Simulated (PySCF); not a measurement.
# BiSe⁺: one state, many levels of theory

State: ¹Σ⁺ (singlet), closed shell. Set-up: PySCF, scalar-relativistic core potentials, basis sets Bi def2-SVP with ECP60, Se def2-SVP. De refers to Bi⁺ + Se in their high-spin ground configurations, without counterpoise correction. A positive dipole points towards Se; it is taken about the centre of mass and depends on that origin.

```tsv
Level	Re (Å)	ωe (cm⁻¹)	De (eV)	μ (D)
RHF	2.321	368	n/a	-2.52
RHF-MP2	2.420	286	n/a	n/a
RHF-SCS-MP2	2.414	291	n/a	n/a
RHF-CCSD	2.384	321	n/a	n/a
RHF-CCSD(T)	2.416	292	n/a	n/a
LDA	2.367	321	n/a	-1.28
PBE	2.394	310	n/a	-1.48
PW91	2.393	310	n/a	-1.44
r²SCAN	2.372	324	n/a	-1.73
PBE0	2.357	334	n/a	-1.78
MN15	2.344	340	n/a	-1.67
ωB97X	2.329	358	n/a	-1.99
```

**Question.** What does the step from GGA to meta-GGA do here, going from PBE to r²SCAN?

**Answer.** r²SCAN less PBE: -2.2 pm in Re, +4.5 % in ωe. 

**Question.** What does the gradient correction do here, going from LDA to PBE?

**Answer.** PBE less LDA: +2.7 pm in Re, -3.4 % in ωe. The gradient correction favours the more uneven density of free atoms, so it tends to lengthen bonds and takes away much of the overbinding of LDA; so it does here.

**Question.** What does second-order correlation do here, going from RHF to RHF-MP2?

**Answer.** RHF-MP2 less RHF: +9.9 pm in Re, -22.3 % in ωe. Correlation nearly always deepens the well. The bond lengthens, as in strong covalent bonds, where excitations into antibonding orbitals dominate.

Correlated steps freeze 13 core orbitals. These are scalar-relativistic numbers at best; spin–orbit coupling would shift them, the dissociation energy most. The CCSD T1 diagnostic is raised, a sign that a single reference may not be enough here.

The whole job (state search and all levels along the bond) took about 2.3 min on 1 thread of Intel Xeon 6975P-C (shared host), peak memory 0.79 GiB.
